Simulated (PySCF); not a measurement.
Compound: C4H8FSSi2 (doublet state).
Structure used (GFN2-xTB), in Å, numbered top down from 1:
```
atom  x, y, z in Å
C1    -3.1903    0.1959    0.6758
C2    -1.8988   -0.0056    0.2931
C3    -1.3120    0.1244   -0.9733
C4     0.1110   -0.2335   -0.7734
S5     1.2604    1.1688   -1.2147
Si6    3.1242    0.3089   -0.6379
Si7   -0.2691   -0.5557    1.0932
F8     0.4283    0.4717    2.1209
H9    -3.9330    0.5307   -0.0293
H10   -3.5063    0.0424    1.6916
H11   -1.7588    0.4675   -1.8896
H12    0.4561   -1.0601   -1.3964
H13    3.2802   -0.9500   -1.3657
H14    3.1057    0.0485    0.7971
H15    4.0970    1.3092   -1.0379
H16   -0.0021   -1.8544    1.6767
```

The hyperfine couplings belong to this conformer and change with its torsions.

As a line formula: `C=C1[CH][C@@H](S[SiH3])[Si@H]1F` [radical].

Method: UKS B3LYP, pcH-1 on C F H S Si, non-relativistic, mean-field spin-orbit, GIAO (PySCF). One conformer (not necessarily the lowest) at the GFN2-xTB geometry, without solvent, vibrations or thermal averaging. A GFN2-xTB geometry isn't a minimum of the functional, and hyperfine couplings can be far from their values at a DFT geometry. Stability of the SCF solution: not tested. ⟨S²⟩ is 0.777 where a pure state has 0.75.

Problem. Give the principal g shifts and their parts.

Solution. 
| Δg (ppm) | 1 | 2 | 3 |
| --- | --- | --- | --- |
| relativistic mass correction | -149 | -149 | -149 |
| gauge correction | 0 | 15 | 29 |
| orbital Zeeman/spin–orbit | 137 | 548 | 1686 |
| total | -11 | 415 | 1566 |

So g = 2.00231, 2.00273, 2.00389 and g_iso = 2.00298; the tensor is rhombic: the two nearest values differ by 27 % of g3 − g1. 

Problem. How much does each term add to the isotropic shift?

Solution. The orbital-Zeeman/spin–orbit term 790, the mass correction -149 and the gauge correction 15 ppm, for a total of 656 ppm. The orbital-Zeeman/spin–orbit term is the largest in size. The mass correction is the same along every axis, so the anisotropy comes from the other two: their spans along these axes are 28 (gauge) and 1549 ppm (orbital Zeeman/spin–orbit).

Problem. What are the electron Larmor frequencies g μB B/h along the three axes at 3350 mT?

Solution. 93.8831, 93.9030, 93.9570 GHz for g1, g2 and g3, a range of 73.9 MHz.

Problem. In a frozen sample, at which fields do the three g values resonate at 9.5, 34, 94 and 263 GHz (hyperfine left aside), and which band first spreads them over more than twice a line width of 0.3 mT?

Solution. 
| band | GHz | B(g3) mT | B(g2) mT | B(g1) mT | spread mT |
| --- | --- | --- | --- | --- | --- |
| X | 9.5 | 338.72 | 338.91 | 338.99 | 0.27 |
| Q | 34.0 | 1212.26 | 1212.95 | 1213.21 | 0.95 |
| W | 94.0 | 3351.53 | 3353.46 | 3354.17 | 2.64 |
| J | 263.0 | 9377.16 | 9382.55 | 9384.55 | 7.38 |

The spread grows in proportion to the frequency. Q band is the first where it exceeds 0.6 mT.

The largest Mulliken spin populations are on C1 (+0.68), C3 (+0.63) and C2 (-0.25). The angles at C1 add up to 360.0°, so it is planar; its axial dipolar tensor and the negative couplings of its protons fit spin in a p orbital normal to that plane.

The HOMO–LUMO gaps are 5.18 eV among the α and 3.49 eV among the β orbitals.
